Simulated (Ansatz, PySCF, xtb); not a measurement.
Reaction R1 + R2 → P1 + P2, each structure at its B3LYP-D3(BJ)/def2-TZVP stationary point, reached from a drawn start (curvature not checked).
R1, H2O (SMILES O) (charge 0, multiplicity 1, Z-matrix in Å and degrees):
```
O
H 1 0.9627
H 1 0.9627 2 105.24
```
R2, Cl4Ti (SMILES [Cl][Ti]([Cl])([Cl])[Cl]) (charge 0, multiplicity 1):
```csv
atom,x (Å),y (Å),z (Å)
Cl,1.8809,-0.8059,0.7423
Ti,0.0000,0.0000,0.0000
Cl,-1.0518,-1.5351,-1.1292
Cl,-1.2299,0.6362,1.6795
Cl,0.4010,1.7049,-1.2926
```
P1, Cl3HOTi (SMILES [OH][Ti]([Cl])([Cl])[Cl]) (charge 0, multiplicity 1):
```xyz
6

O     -1.174    -0.057     0.771
Ti     0.358     0.013    -0.090
Cl     0.414     1.827    -1.320
Cl     2.009     0.026     1.356
Cl     0.524    -1.728    -1.413
H     -2.131    -0.081     0.696
```
P2: HCl (SMILES Cl), charge 0, multiplicity 1.

P less R. No zero-point or thermal terms; no spin–orbit coupling. One arrangement of each flexible species, with no search for the lowest.

Run with Ansatz (a first-principles code) with Gaussian orbitals; PySCF for the D3/D4 terms; xtb for the GFN methods. Each number belongs to the level named beside it.

Task: One of these levels gives 14.4 kJ/mol for the reaction energy. Name it.
(A) GFN1-xTB
(B) HF/def2-SVP
(C) PBE-D4/def2-TZVPP
(D) BHLYP-D4/def2-TZVPP

Result: D, BHLYP-D4/def2-TZVPP. The others give 23.3 (GFN1-xTB), -7.8 (HF/def2-SVP), 19.5 (PBE-D4/def2-TZVPP)
